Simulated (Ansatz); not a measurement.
Two isomers of C2H8BNO: A = `CN(C)BO`, B = `CB(O)CN`.

Program: Ansatz. Geometries: PBE0-D4/def2-TZVP. ΔE: electronic, gas phase. CCSD(T)/CBS is the MP2 limit (def2-TZVPP, def2-QZVPP) plus CCSD(T) − MP2 in def2-TZVPP, frozen cores. DFT in def2-TZVPP. B3LYP here is the variant with VWN-RPA as its local correlation; programs differ in this. One conformer a species, not always the lowest.

A:

Z-matrix (Å, degrees):
```
C
N 1 1.442
H 1 1.097 2 111.0
H 1 1.097 2 111.0 3 119.6
H 1 1.089 2 110.0 3 -120.2
C 2 1.439 1 114.4 3 -59.7
B 2 1.398 1 123.0 3 120.3
H 6 1.090 2 110.0 1 -180.0
H 6 1.097 2 111.3 1 -59.9
H 6 1.097 2 111.3 1 59.9
O 7 1.375 2 119.5 1 -0.0
H 7 1.202 2 119.4 1 180.0
H 11 0.957 7 112.1 2 -180.0
```

B:

```xyz
13

C     0.992   -0.553    1.222
B    -0.001    0.490    0.614
O    -0.248    1.625    1.329
C    -0.707    0.296   -0.790
N    -0.436   -0.985   -1.427
H     0.552   -1.555    1.210
H     1.897   -0.621    0.604
H     1.301   -0.304    2.238
H    -0.860    2.226    0.896
H    -1.790    0.374   -0.618
H    -0.455    1.174   -1.416
H    -0.805   -1.016   -2.368
H     0.560   -1.151   -1.493
```

Q: Which is lower in electronic energy at CCSD(T)/CBS, and by how much? (An estimate is asked.)

A: Computed: A, by 13.0 kcal/mol.

Q: Give E(B) − E(A) in kcal/mol with PBE-D4, r2SCAN-D4, MP2/def2-TZVPP, CCSD/def2-TZVPP, HF/def2-TZVPP, B3LYP-D4, B3LYP. (Estimate.)

A: The calculation gave: PBE-D4 12.7, r2SCAN-D4 12.6, MP2/def2-TZVPP 13.9, CCSD/def2-TZVPP 13.3, HF/def2-TZVPP 14.5, B3LYP-D4 14.1, B3LYP 13.9. None reverses the order clearly.

Largest T1 diagnostic: 0.012.
